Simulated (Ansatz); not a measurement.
Ideal-gas functions of CH5FOSi, SMILES `OC[SiH2]F` at 500 K and 1 bar, from an Ansatz frequency run at PBE0-D4/def2-TZVP.

Molar mass 80.13 g/mol, point group C1 (symmetry number 1), electronic degeneracy 1, moments of inertia 48.592, 129.831, 160.336 u Å². Harmonic wavenumbers (cm⁻¹, unscaled): 83, 178, 287, 356, 568, 654, 727, 803, 852, 927, 958, 1070, 1159, 1295, 1386, 1455, 2232, 2252, 3004, 3085, 3855.

Use S(trans) = R[1.5 ln M + 2.5 ln T − 1.1517]; rotational temperatures θ = 24.2544 K / I; S(rot) = R[ln(√π/σ · √(T³/θAθBθC)) + 1.5]; for each mode x = 1.438777 ν̃/T, S = R[x/(eˣ − 1) − ln(1 − e⁻ˣ)] and H = RT x/(eˣ − 1); 1 cm⁻¹ = 0.0119627 kJ/mol; R = 8.31446 J/(mol·K).

Problem. By hand: the entropy, in J/(mol·K).

Solution. Translation 174.3. Rotation: θ = 0.4991, 0.1868, 0.1513 K, giving 112.5. Vibration, mode by mode: 20.24, 13.97, 10.14, 8.47, 5.10, 4.18, 3.54, 2.98, 2.67, 2.25, 2.10, 1.63, 1.33, 0.97, 0.78, 0.66, 0.10, 0.10, 0.01, 0.01, 0.00, in all 81.2. Electronic 0.0. Sum 368.0 J/(mol·K).

Problem. By hand: H − E and G − E in kJ/mol, counted from the electronic energy.

Solution. Zero-point energy ½ × 27186 × 0.0119627 = 162.6; thermal vibration 22.0; translation, rotation and pV give 4 RT = 16.6. H − E = 201.2 kJ/mol, and G − E = 201.2 − 500 × 368.0/1000 = 17.2 kJ/mol.

Vibration gives 22 % of the entropy, 20.2 J/(mol·K) of it from the mode under 150 cm⁻¹: soft modes count most, and the harmonic formula is weakest for them. The sum counts one conformer and one mirror image; others add a mixing term.
